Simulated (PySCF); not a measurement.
Gas-phase reaction: TiCl4 + 4 Br2 = TiBr4 + 4 BrCl

Method: PySCF energies (xtb for GFN2) plus ideal-gas RRHO corrections (1 bar). † marks an energy on the PBE0/def2-TZVP geometry and frequencies; other levels use their own. MP2 and CCSD(T) freeze the core. All species are closed-shell singlets. Br: all electrons, no relativistic terms. MP2 isn't extrapolated to the basis-set limit; its ΔH°(298 K) is 138.5 kJ in def2-SVP and 115.1 kJ in def2-TZVPP. CCSD(T) isn't extrapolated to the basis-set limit. The harmonic model lacks anharmonicity and excited electronic states, which grow with temperature; levels with a mode under 35 cm⁻¹ are left out. Soft modes under 120 cm⁻¹ make the harmonic entropy rough for TiCl4, TiBr4. Warning, large T1 diagnostic: TiCl4 (CCSD(T)/def2-SVP†).

```csv
level,"ΔE electronic, kJ","ΔH°(298 K), kJ","ΔS°(298 K), J/K","ΔG°(600 K), kJ"
BLYP/def2-TZVP†,160,159,25,145
CCSD(T)/def2-SVP†,160,159,25,145
GFN2-xTB,105,105,23,91
HF/def2-TZVP†,180,180,25,165
MP2/def2-SVP†,139,139,25,124
MP2/def2-TZVPP†,115,115,25,100
PBE0/def2-QZVP†,154,154,25,139
ωB97M-V/def2-TZVP†,158,158,25,143
ωB97X-V/def2-TZVP†,162,162,25,147
```
ΔH° is lowest at GFN2-xTB and highest at HF/def2-TZVP†. No reference value is set beside these.
